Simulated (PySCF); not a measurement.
F₅V, charge -1, doublet, at a GFN2-xTB geometry (such geometries of metal compounds can be far from the true shape) (the multiplicity is a formal guess) (in this run its highest filled SCF level lies above zero, so its values depend strongly on the basis, on diffuse functions most of all), with bond 6-1 at 1.3 times its length; PySCF with PBE/STO-3G.

Input for PySCF:
```python
from pyscf import gto, scf, dft

mol = gto.M(
    atom='''
V    -0.044001    0.016631    0.057167
F     1.150695   -0.707214    1.225068
F    -1.273355    0.753575   -1.065708
F     0.308927    1.530622    0.649151
F     1.021446   -0.386073   -1.327064
F    -1.410644   -1.608424    0.467048
''',
    basis='sto-3g',
    charge=-1,
    spin=1,
    verbose=4,
)

mf = dft.UKS(mol)
mf.xc = 'pbe'
mf.conv_tol = 1e-6
mf.kernel()
```

### Question
Write the output that PySCF gives for this input, abridged.

### Answer

```
PySCF version 2.14.0

[INPUT] verbose = 4
[INPUT] num. atoms = 6
[INPUT] num. electrons = 69
[INPUT] charge = -1
[INPUT] spin (= nelec alpha-beta = 2S) = 1
[INPUT] symmetry False subgroup None
[INPUT] Mole.unit = angstrom
[INPUT] Symbol           X                Y                Z      unit          X                Y                Z       unit  Magmom
[INPUT]  1 V     -0.044001000000   0.016631000000   0.057167000000 AA   -0.083149839207   0.031428035178   0.108029973363 Bohr   0.0
[INPUT]  2 F      1.150695000000  -0.707214000000   1.225068000000 AA    2.174498402906  -1.336440771458   2.315043003969 Bohr   0.0
[INPUT]  3 F     -1.273355000000   0.753575000000  -1.065708000000 AA   -2.406292209346   1.424050364319  -2.013896248758 Bohr   0.0
[INPUT]  4 F      0.308927000000   1.530622000000   0.649151000000 AA    0.583787422484   2.892456380234   1.226717603488 Bohr   0.0
[INPUT]  5 F      1.021446000000  -0.386073000000  -1.327064000000 AA    1.930253191032  -0.729572234089  -2.507787509770 Bohr   0.0
[INPUT]  6 F     -1.410644000000  -1.608424000000   0.467048000000 AA   -2.665730819261  -3.039480852177   0.882592807026 Bohr   0.0

nuclear repulsion = 448.43745982832
number of shells = 23
number of NR pGTOs = 129
number of NR cGTOs = 43
basis = sto-3g
ecp = {}

******** <class 'pyscf.dft.uks.UKS'> ********
method = UKS
initial guess = minao
damping factor = 0
level_shift factor = 0
DIIS = <class 'pyscf.scf.diis.CDIIS'>
diis_start_cycle = 1
diis_space = 8
diis_damp = 0
SCF conv_tol = 1e-06
SCF conv_tol_grad = None
SCF max_cycles = 50
direct_scf = True
direct_scf_tol = 1e-13
number electrons alpha = 35  beta = 34
XC library pyscf.dft.libxc version 7.1.2
    S. Lehtola, C. Steigemann, M. J. T. Oliveira, and M. A. L. Marques,  SoftwareX 7, 1–5 (2018)
XC functionals = pbe
    J. P. Perdew, K. Burke, and M. Ernzerhof,  Phys. Rev. Lett. 77, 3865 (1996)
    J. P. Perdew, K. Burke, and M. Ernzerhof,  Phys. Rev. Lett. 78, 1396 (1997)
    J. P. Perdew, K. Burke, and M. Ernzerhof,  Phys. Rev. Lett. 77, 3865 (1996)
    J. P. Perdew, K. Burke, and M. Ernzerhof,  Phys. Rev. Lett. 78, 1396 (1997)
radial grids:
    Treutler-Ahlrichs [JCP 102, 346 (1995); DOI:10.1063/1.469408] (M4) radial grids

becke partition: Becke, JCP 88, 2547 (1988); DOI:10.1063/1.454033
pruning grids: <function nwchem_prune>
grids dens level: 3
symmetrized grids: False
atomic radii adjust function: <function treutler_atomic_radii_adjust>
small_rho_cutoff = 0
Set gradient conv threshold to 0.001
tot grids = 92216
init E= -1424.64659017335

cycle= 1 E= -1425.26937631103  delta_E= -0.623  |g|= 0.625  |ddm|=  2.4
cycle= 2 E= -1408.36069941663  delta_E= 16.9  |g|= 3.98  |ddm|= 4.19
cycle= 3 E= -1425.05173210984  delta_E= -16.7  |g|= 0.996  |ddm|=  3.9
cycle= 4 E= -1425.55021462789  delta_E= -0.498  |g|= 0.129  |ddm|=  1.2
cycle= 5 E= -1425.55367622395  delta_E= -0.00346  |g|= 0.128  |ddm|= 0.261
cycle= 6 E= -1425.56216218308  delta_E= -0.00849  |g|= 0.0638  |ddm|= 0.138
cycle= 7 E= -1425.5640886116  delta_E= -0.00193  |g|= 0.02  |ddm|= 0.0467
cycle= 8 E= -1425.56431177554  delta_E= -0.000223  |g|= 0.00779  |ddm|= 0.0347
cycle= 9 E= -1425.56435718336  delta_E= -4.54e-05  |g|= 0.00143  |ddm|= 0.0133
cycle= 10 E= -1425.56435875408  delta_E= -1.57e-06  |g|= 0.000414  |ddm|= 0.00382
cycle= 11 E= -1425.56435888793  delta_E= -1.34e-07  |g|= 0.000243  |ddm|= 0.00215
Extra cycle  E= -1425.56435832517  delta_E= 5.63e-07  |g|= 0.00097  |ddm|= 0.00161
converged SCF energy = -1425.56435832517  <S^2> = 0.75511837  2S+1 = 2.0051118
```
